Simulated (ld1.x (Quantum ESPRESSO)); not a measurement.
## Hf, TM: configuration errors across variants

* Element: hafnium (Hf)
* Generator: ld1.x (Quantum ESPRESSO) 7.5
* Type: norm-conserving Troullier–Martins (Kleinman–Bylander form)
* Functional: PBE
* Relativity: scalar-relativistic
* Frozen core: [Xe] 4f14
* Valence charge: 4
* Reference configuration: 5d2 6s1.5 6p0 (charge +0.5)
* Partial waves: 6s (bound): rc 2.45 bohr; 6p (bound, empty): rc 3.90 bohr; 5d (bound): rc 2.95 bohr
* Local potential: all-electron potential smoothed inside 3.65 bohr (lloc = -1)
* Core correction: a·sin(br)/r model core inside 1.60 bohr

All-electron excitation energies from the reference (eV): (1) 5d2 6s2 6p0 -3.254; (2) 5d2 6s1 6p0 4.722; (3) 5d2 6s0 6p0 18.902; (4) 5d2 6s0 6p2 4.608; (5) 5d1 6s2 6p1 -1.292; (6) 5d1 6s0 6p0 40.696; (7) 5d3 6s1 6p0 -0.661.

3 further variants failed, have other tests or too few solved ones, and are left out.

Errors AE − PS in meV (a dash: test not solved or not reliable):

| change | (1) | (2) | (3) | (4) | (5) | (6) | (7) | bound ghosts |
| --- | --- | --- | --- | --- | --- | --- | --- | --- |
| base | +0.1 | -3.7 | -39 | -22 | -87 | -275 | -32 | none |
| wave 6p (bound): rc 3.90 bohr becomes 6p (bound): rc 5.26 bohr | +0.1 | -3.7 | -39 | +2.8 | -70 | -275 | -32 | none |
| core correction a·sin(br)/r model core inside 1.34 bohr | +0.1 | -3.7 | -39 | -22 | -88 | -275 | -32 | none |
| local potential the s channel | +0.3 | -3.5 | -38 | -22 | -90 | -273 | -32 | none |
| wave 6s (bound): rc 2.45 bohr becomes 6s (bound): rc 3.26 bohr | +0.1 | -3.8 | -43 | -26 | -83 | -292 | -30 | none |
| wave 5d (bound): rc 2.95 bohr becomes 5d (bound): rc 2.30 bohr | -0.1 | -3.8 | -38 | -21 | -105 | -287 | -37 | none |
| all radii but the core radius scaled by about 1.36 (s 3.34, p 5.32, d 4.02 bohr); local potential all-electron potential smoothed inside 4.98 bohr (lloc = -1) | -7.5 | -14 | -148 | -17 | +28 | -321 | -35 | none |

Problem. Give the same row for: local potential all-electron potential smoothed inside 4.28 bohr (lloc = -1).

Solution. -2.7, -7.6, -75, -30, -109, -395, -63; bound ghosts: none.
